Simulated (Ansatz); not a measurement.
System: P₂O₂, charge 0, multiplicity 1. SMILES: o1p2op21
Geometry: optimised at B3LYP-D3(BJ)/def2-TZVP (Ansatz, a program for electronic structure).

Parts of the frozen-core correlation energy in STO-3G (Ansatz, hartree). Frozen orbitals: 12; correlated occupied orbitals by spin: 11 and 11; virtual: 5 and 5. Spin-orbit coupling is left out. Non-relativistic. The restricted reference is unstable. The program attaches cautions to this run: other roots.

```tsv
term	value
reference (HF)	-821.45861
MP2 opposite-spin	-0.16889
MP2 same-spin	-0.05542
CCSD correlation	-0.22739
(T)	-0.01859
FCI minus CCSD(T)	-0.00206
T1 diagnostic	0.015
largest doubles amplitude	0.227
```
